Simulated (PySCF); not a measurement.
CH₅ClF₂Si₂, SMILES F[Si]([SiH2]Cl)(C)F. Atoms are numbered in the order given.

```xyz
11

C     -2.1354    -0.5676    -0.0388
Si    -0.7924     0.7016     0.1122
F     -0.6055     1.1109     1.6747
F     -1.2187     2.0675    -0.6633
Si     1.2850    -0.0191    -0.6932
Cl     1.5203    -1.9386     0.1119
H     -1.8042    -1.5145     0.4158
H     -3.0530    -0.2323     0.4707
H     -2.3725    -0.7580    -1.0977
H      2.4188     0.8351    -0.2489
H      1.2993    -0.1292    -2.1782
```
Charge 0, spin multiplicity 1.

Coordinates come from a B3LYP-D3(BJ)/def2-SVP optimisation. The structure was generated by enumeration, and PubChem lists no compound with its InChIKey, so it may never have been made. Other conformers were not sampled.

Calculation: PBE/pcSseg-1 in PySCF.

GIAO shieldings, no solvent; atoms listed in one row are averaged. δ = σ(ref) − σ: ¹³C against TMS (σ = 182.0 ppm); ²⁹Si against TMS (σ = 335.4 ppm); ¹⁹F against CFCl3 (σ = 133.6 ppm); ³⁵Cl against HCl (σ = 936.5 ppm); ¹H against TMS (σ = 31.49 ppm), references at their B3LYP-D3(BJ)/def2-TZVP geometries, non-relativistic (without spin–orbit terms, shifts of atoms bonded to Cl or Br come out too high).

| nucleus | atoms | count | δ (ppm) |
|---|---|---|---|
| ¹³C | C1 | 1 | 2.0 |
| ²⁹Si | Si2 | 1 | 25.8 |
| ²⁹Si | Si5 | 1 | -31.5 |
| ¹⁹F | F4 | 1 | -163.4 |
| ¹⁹F | F3 | 1 | -168.4 |
| ³⁵Cl | Cl6 | 1 | -101.1 |
| ¹H | H10 | 1 | 5.47 |
| ¹H | H11 | 1 | 5.39 |
| ¹H | H7, H8, H9 | 3 | 0.87 |
